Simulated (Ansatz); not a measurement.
A nudged elastic band was laid between two geometries of AlCl4H5OW (12 atoms, charge 0, multiplicity 1).

Level of theory: RKS PBE/def2-SVP in Ansatz 0.2.0.

```json
{
 "movable images": "9",
 "climbing image": "yes",
 "spring": "5.0 eV/Å²",
 "optimiser": "quadratic models (default)",
 "start path": "through a guess of the saddle point",
 "force threshold": "0.05 eV/Å",
 "iteration limit": "60",
 "end points": "relaxed"
}
```

First end point:

```xyz
12
Properties=species:S:1:pos:R:3
W -0.037 0.088 0.149
H 0.572 -1.043 1.254
Cl 2.569 -0.307 -0.217
Cl 0.364 2.280 -0.655
Cl -2.178 0.545 0.776
Cl -0.669 -1.971 -0.660
H 0.449 0.000 -1.445
O 0.908 1.081 1.785
Al 2.798 1.222 1.520
H 3.401 0.483 2.806
H 3.299 2.618 0.957
H 0.767 0.550 2.596
```

Last end point:

```xyz
12
Properties=species:S:1:pos:R:3
W 0.170 0.451 -0.231
H -0.741 -0.646 3.769
Cl 2.801 0.497 -1.026
Cl -0.056 2.501 -1.234
Cl -2.024 0.390 0.352
Cl 0.339 -1.836 -0.204
H 0.503 0.099 -1.862
O 1.169 0.884 1.213
Al 3.058 1.053 1.192
H 3.690 -0.154 2.020
H 3.448 2.590 1.358
H -0.114 -0.281 3.518
```

Problem. What changes between the two ends?

Solution. Bonds broken: W1–H2, O8–H12. Bonds formed: H2–H12. AlCl4H5OW becomes AlCl4H3OW + H2.

Problem. Give the energies along the band, and the barrier.

Solution. The run converged. The highest image is number 6 of 0 to 10, 0.97 eV above the first end and 1.42 eV above the last; the last end lies 0.45 eV below the first. The profile has 2 maxima (images 2, 6) with wells between them (image 4): this band takes more than one step, which may be the mechanism or a detour left from its start path. A vibrational analysis at the climbing image gives one clearly imaginary mode, 1358i cm⁻¹: a first-order saddle point. The orbitals stay closed-shell, which can raise the energy where a bond breaks towards radicals; this wasn't checked here.

```
image  path coordinate (Å)  energy (eV)  W1–H2 (Å)  O8–H12 (Å)  H2–H12 (Å)
    0                 0.00         0.00       1.69        0.98        2.09
    1                 0.78         0.19       1.69        0.98        1.88
    2                 1.56         0.53       1.70        0.98        1.93
    3                 2.34         0.32       1.68        0.98        2.15
    4                 3.13         0.02       1.68        0.98        2.30
    5                 3.92         0.15       1.71        0.98        1.87
    6                 4.71         0.97       1.89        1.24        1.04
    7                 5.46         0.20       2.39        1.88        0.78
    8                 6.21        -0.25       3.02        2.26        0.77
    9                 6.96        -0.43       3.65        2.64        0.77
   10                 7.71        -0.45       4.25        2.88        0.77
```

Problem. What is the geometry of the highest image?

Solution. 
```xyz
12
Properties=species:S:1:pos:R:3
W 0.039 0.318 0.307
H -0.559 -0.271 2.005
Cl 2.495 0.216 -0.725
Cl 0.054 2.459 -0.552
Cl -2.248 0.378 0.138
Cl 0.288 -2.005 0.247
H 0.036 -0.076 -1.351
O 1.277 0.810 1.741
Al 3.114 1.015 1.361
H 3.981 -0.070 2.141
H 3.429 2.575 1.286
H 0.335 0.197 2.268
```

The run took 13 min on 4 threads of Intel(R) Xeon(R) Platinum 8488C (Sapphire Rapids), on a shared host, peak memory 0.51 GiB.
